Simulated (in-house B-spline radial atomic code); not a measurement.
Ionisation energies with and without relativity, with size and susceptibility from the Dirac run. Dirac energy differences include first-order Breit, QED and recoil terms. NIST's values go from ground level to ground level; the uncertainty of those that are theory runs from under 0.1 % in few-electron ions to several per cent in heavy many-electron ones. Computed with a radial B-spline atomic code at the basis-set limit: non-relativistic Hartree-Fock and Dirac-Hartree-Fock, averages of the configuration (point nuclei without relativity, finite nuclei with it).

```tsv
ion	configuration	configuration after	ionisation non-relativistic (eV)	ionisation Dirac Breit and QED (eV)	tabulated value (eV)	tabulated kind	radius at density 0.001 (bohr)	diamagnetic susceptibility (10⁻⁶ cm³/mol)
Tb2+	[Xe] 4f9	[Xe] 4f8	24.75	20.59	21.82	semi-empirical	3.391	-30.38
Dy2+	[Xe] 4f10	[Xe] 4f9	25.11	20.77	22.89	semi-empirical	3.359	-29.881
Ho2+	[Xe] 4f11	[Xe] 4f10	?	?	?	semi-empirical	?	?
Er2+	[Xe] 4f12	[Xe] 4f11	25.69	20.97	22.7	semi-empirical	3.298	-28.928
Tm2+	[Xe] 4f13	[Xe] 4f12	25.91	21.00	23.66	semi-empirical	3.27	-28.475
Yb2+	[Xe] 4f14	[Xe] 4f13	26.10	20.99	25.053	semi-empirical	3.243	-28.037
Lu2+	[Xe] 4f14 6s1	[Xe] 4f14	?	?	?	measured	?	?
Hf2+	[Xe] 4f14 5d2	[Xe] 4f14 5d1	21.52	20.70	22.55	tabulated theory	3.711	-31.715
Ta2+	[Xe] 4f14 5d3	[Xe] 4f14 5d2	?	?	?	tabulated theory	?	?
W2+	[Xe] 4f14 5d4	[Xe] 4f14 5d3	24.90	23.97	26	semi-empirical	3.721	-33.04
Re2+	[Xe] 4f14 5d5	[Xe] 4f14 5d4	26.57	25.59	27	tabulated theory	3.682	-33.298
Os2+	[Xe] 4f14 5d6	[Xe] 4f14 5d5	28.25	27.20	25	tabulated theory	3.631	-33.394
Ir2+	[Xe] 4f14 5d7	[Xe] 4f14 5d6	29.93	28.83	28	tabulated theory	3.577	-33.373
Pt2+	[Xe] 4f14 5d8	[Xe] 4f14 5d7	31.62	30.45	29	tabulated theory	3.52	-33.265
Au2+	[Xe] 4f14 5d9	[Xe] 4f14 5d8	33.31	32.09	30	tabulated theory	3.464	-33.095
Hg2+	[Xe] 4f14 5d10	[Xe] 4f14 5d9	35.02	33.74	34.49	measured	3.408	-32.877
```

Fill in the row of Ho2+.

ionisation non-relativistic (eV): 25.42; ionisation Dirac Breit and QED (eV): 20.89; tabulated value (eV): 22.79; radius at density 0.001 (bohr): 3.328; diamagnetic susceptibility (10⁻⁶ cm³/mol): -29.397.

Fill in the row of Lu2+.

ionisation non-relativistic (eV): 18.71; ionisation Dirac Breit and QED (eV): 19.94; tabulated value (eV): 20.9594; radius at density 0.001 (bohr): 4.128; diamagnetic susceptibility (10⁻⁶ cm³/mol): -34.173.

Fill in the row of Ta2+.

ionisation non-relativistic (eV): 23.22; ionisation Dirac Breit and QED (eV): 22.34; tabulated value (eV): 23.1; radius at density 0.001 (bohr): 3.74; diamagnetic susceptibility (10⁻⁶ cm³/mol): -32.55.
